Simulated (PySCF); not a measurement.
Excitations are Tamm–Dancoff values on a coarser integration grid. The basis has no diffuse functions, so Rydberg states are missing or too high.

## C$_{9}$H$_{9}$B$_{2}$N, SMILES `c12c(cccc1B)ccc(n2)B` (charge 0, multiplicity 1)

Computed with PBE-D3(BJ)/def2-TZVP // PBE-D3(BJ)/def2-SVP in PySCF.

* **HOMO**: -5.80 eV
* **dipole moment**: 4.46 D
* **HOMO–LUMO gap**: 2.10 eV
* **LUMO**: -3.70 eV
* **S1 excitation (TDA)**: 2.20 eV
* **S1 oscillator strength**: 0.000
* **brightest of the four lowest singlets (TDA)**: 3.79 eV
* **T1 excitation (TDA)**: 1.94 eV
* **S1–T1 gap (TDA)**: 0.26 eV
* **total energy**: -12309.45 eV
* **cost**: roughly 23 core-minutes

```xyz
21

B      3.3460     1.4111     0.2401
C      2.1174     0.4652     0.0705
C      2.2906    -0.9340    -0.1976
C      1.1827    -1.7494    -0.3441
C     -0.1141    -1.1791    -0.2240
C     -1.3034    -1.9525    -0.3593
C     -2.5496    -1.3578    -0.2325
C     -2.6464     0.0324     0.0342
C     -1.5206     0.8564     0.1774
B     -1.7258     2.3675     0.4595
C     -0.2116     0.2402     0.0472
N      0.8914     1.0159     0.1860
H      4.4722     0.9563     0.1444
H      3.1744     2.5901     0.4656
H      3.3096    -1.3400    -0.2832
H      1.2828    -2.8272    -0.5505
H     -1.2134    -3.0313    -0.5654
H     -3.4635    -1.9618    -0.3377
H     -3.6441     0.4885     0.1330
H     -2.8726     2.7693     0.5602
H     -0.8020     3.1403     0.5762
```
Charge 0, spin multiplicity 1.
